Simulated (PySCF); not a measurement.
**C₆ coefficients of unlike pairs at UHF**

Calculated with PySCF 2.14 from the dipole response of each species, C₆(A,B) = (3/π) ∫ α_A(iu) α_B(iu) du, in atomic units, from isotropic polarisabilities. For ions this is the dispersion term alone; charge-induced terms of lower order in 1/R come first.

| species | configuration | basis | relativity | α (bohr³) | C₆ (like pair) |
| --- | --- | --- | --- | --- | --- |
| Si³⁺ | [Ne] 3s1 (2S) | aug-cc-pV(T+d)Z (6s5p4d2f) | none | 7.928 | 15.74 |
| Cd²⁺ | [Kr] 4d10 (1S) | aug-cc-pVTZ-PP with ECP28MDF (6s6p5d3f2g) | core potential | 4.812 | 23.86 |
| Mn²⁺ | [Ar] 3d5 (6S) | def2-TZVPPD (6s6p4d2f1g) | none | 2.760 | 7.533 |
| Mg⁺ | [Ne] 3s1 (2S) | aug-cc-pVQZ (7s6p4d3f2g) | none | 38.67 | 178.0 |

(1) Estimate C₆ for Mn²⁺ with Si³⁺.

No spin-orbit coupling is included.

The other pairs:

```csv
pair,C₆
"Mg⁺, Si³⁺",49.54
"Cd²⁺, Si³⁺",15.74
"Mn²⁺, Cd²⁺",13.38
"Mg⁺, Cd²⁺",40.63
"Mg⁺, Mn²⁺",22.84
```

Answers

(1) The integral gives 8.791. The combination rule 2 C_A C_B / (C_A α_B/α_A + C_B α_A/α_B) gives 8.745 and the geometric mean 10.89.
